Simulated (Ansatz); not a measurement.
Basis-set extrapolation for H₇Si₄, SMILES `[SiH]1[SiH2][SiH2][SiH2]1` radical (PBE0-D4/def2-TZVP geometry, frozen core, Ansatz 0.2.0). Multiplicity 2, UHF reference.

```json
{"": "HF", "def2-TZVPP": "-1159.796183", "def2-QZVPP": "-1159.830763"}
{"": "MP2 correlation", "def2-TZVPP": "-0.470253", "def2-QZVPP": "-0.505269"}
{"": "CCSD(T) correlation", "def2-TZVPP": "-0.568068", "def2-QZVPP": "not run"}
```

Energies in hartree. Use E(X) = E(∞) + A·exp(−7.88·√X) for Hartree–Fock and E(X) = E(∞) + B·X^(−2.97) for correlation, with X = 3 and 4, and add CCSD(T) minus MP2 of the smaller set to the MP2 limit.

**Question.** What is the CCSD(T) energy at the basis-set limit?

**Answer.** HF limit: -1159.830763 + (-0.034580) × 0.13774 = -1159.83553. MP2 limit: -0.505269 + (-0.035016) × 0.74074 = -0.53121. Higher-order term: -0.568068 − (-0.470253) = -0.09782. Total: -1160.46456 hartree, 2.73 eV below CCSD(T)/def2-TZVPP.
